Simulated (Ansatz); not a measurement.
Reaction: C2H6Si (SMILES C[Si]C) → C2H6Si (ethenylsilane, SMILES C=C[SiH3])
Each species at its own B3LYP-D3(BJ)/def2-TZVP minimum (Ansatz, a first-principles code).

Total energies in hartree (Ansatz). Radicals and triplets start from unrestricted determinants; spin-orbit coupling is neglected. Correlated methods leave the cores frozen. No relativity. The restricted determinant of C2H6Si (C[Si]C, singlet) is unstable towards broken spin symmetry in at least one set run.

```tsv
species	HF/cc-pV(T+d)Z	CCSD(T)/cc-pV(T+d)Z	HF/cc-pV(Q+d)Z	CCSD(T)/cc-pV(Q+d)Z	CCSD(T)/cc-pV(D+d)Z	CCSDT(Q)/cc-pV(D+d)Z
1: C2H6Si (SMILES C[Si]C)	-368.15514	-368.68305	-368.16292	-368.71614	-368.55972	-368.56163
2: C2H6Si (ethenylsilane, SMILES C(=C)[SiH3])	-368.17813	-368.69745	-368.18696	-368.73185	-368.57819	-368.58009
```

Task: Work out the isomerisation energy (electronic) in kJ/mol: take Hartree-Fock from cc-pV(Q+d)Z, extrapolate the CCSD(T) correlation energy as X^-3 (X = 3, 4), and add CCSDT(Q) - CCSD(T) in cc-pV(D+d)Z. 1 hartree = 2625.5 kJ/mol.

Result: 
Species 1: correlation (64·(-0.55322) - 27·(-0.52791))/37 = -0.57169; step -0.00191; E1 = -368.16292 + (-0.57169) + (-0.00191) = -368.73652
Species 2: correlation (64·(-0.54489) - 27·(-0.51932))/37 = -0.56355; step -0.00190; E2 = -368.18696 + (-0.56355) + (-0.00190) = -368.75241
-1·E1 +1·E2 = -0.01589 hartree = -41.7 kJ/mol.
